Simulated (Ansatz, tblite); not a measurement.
Removing and adding an electron: the cluster MoO₄H₂. Charge 0, multiplicity 1. Geometry: PBE-D4/def2-SVP. Ansatz, gas phase; energy differences of separate SCF runs; the oxidised species was run as a doublet alone; the reduced species was run as a doublet alone.

```csv
atom,x (Å),y (Å),z (Å)
Mo1,0.048,-0.162,-0.180
O2,-0.698,-0.643,-1.611
O3,1.391,-1.399,0.335
O4,1.988,-0.169,-0.091
O5,-1.115,0.412,1.170
H6,-2.074,0.582,1.103
H7,0.460,1.379,-0.726
```

In the def2 sets Mo takes a core potential; there is no spin–orbit coupling. The xTB rows come from tblite. The structure holds one bond between oxygen atoms, so isomers without such links may lie far lower. The structure comes from a short search, and lower isomers may exist.

Estimate orbital energies and vertical ionisation energies and electron affinities at: GFN1-xTB; GFN2-xTB; PBE-D4/def2-TZVP; PBE-D4/def2-TZVPD; r2SCAN-D4/def2-TZVP; r2SCAN-D4/def2-TZVPD; PBE0-D4/def2-TZVP; PBE0-D4/def2-TZVPD.


```json
{"level": "GFN1-xTB", "−HOMO (eV)": "12.41", "vertical IE (eV)": "16.22", "−LUMO (eV)": "9.11", "vertical EA (eV)": "5.83", "HOMO–LUMO gap (eV)": "3.30", "IE − EA (eV)": "10.39", "remarks": "–"}
{"level": "GFN2-xTB", "−HOMO (eV)": "12.08", "vertical IE (eV)": "15.72", "−LUMO (eV)": "9.13", "vertical EA (eV)": "5.64", "HOMO–LUMO gap (eV)": "2.95", "IE − EA (eV)": "10.08", "remarks": "–"}
{"level": "PBE-D4/def2-TZVP", "−HOMO (eV)": "6.42", "vertical IE (eV)": "9.94", "−LUMO (eV)": "3.90", "vertical EA (eV)": "–", "HOMO–LUMO gap (eV)": "2.53", "IE − EA (eV)": "–", "remarks": "–"}
{"level": "PBE-D4/def2-TZVPD", "−HOMO (eV)": "6.47", "vertical IE (eV)": "–", "−LUMO (eV)": "3.94", "vertical EA (eV)": "0.84", "HOMO–LUMO gap (eV)": "2.53", "IE − EA (eV)": "–", "remarks": "HOMO above zero (-1 doublet)"}
{"level": "r2SCAN-D4/def2-TZVP", "−HOMO (eV)": "6.74", "vertical IE (eV)": "10.02", "−LUMO (eV)": "3.94", "vertical EA (eV)": "–", "HOMO–LUMO gap (eV)": "2.80", "IE − EA (eV)": "–", "remarks": "–"}
{"level": "r2SCAN-D4/def2-TZVPD", "−HOMO (eV)": "6.75", "vertical IE (eV)": "–", "−LUMO (eV)": "3.94", "vertical EA (eV)": "0.98", "HOMO–LUMO gap (eV)": "2.81", "IE − EA (eV)": "–", "remarks": "HOMO above zero (-1 doublet)"}
{"level": "PBE0-D4/def2-TZVP", "−HOMO (eV)": "8.00", "vertical IE (eV)": "10.10", "−LUMO (eV)": "3.25", "vertical EA (eV)": "–", "HOMO–LUMO gap (eV)": "4.75", "IE − EA (eV)": "–", "remarks": "–"}
{"level": "PBE0-D4/def2-TZVPD", "−HOMO (eV)": "8.02", "vertical IE (eV)": "–", "−LUMO (eV)": "3.26", "vertical EA (eV)": "1.32", "HOMO–LUMO gap (eV)": "4.76", "IE − EA (eV)": "–", "remarks": "HOMO above zero (-1 doublet)"}
```

   A HOMO above zero means that the electron is unbound at that level or that self-interaction error raises the level; the energy of removing that electron tells which. Raw xTB energy differences between charge states are shifted by several eV; the methods need an empirical correction for them.
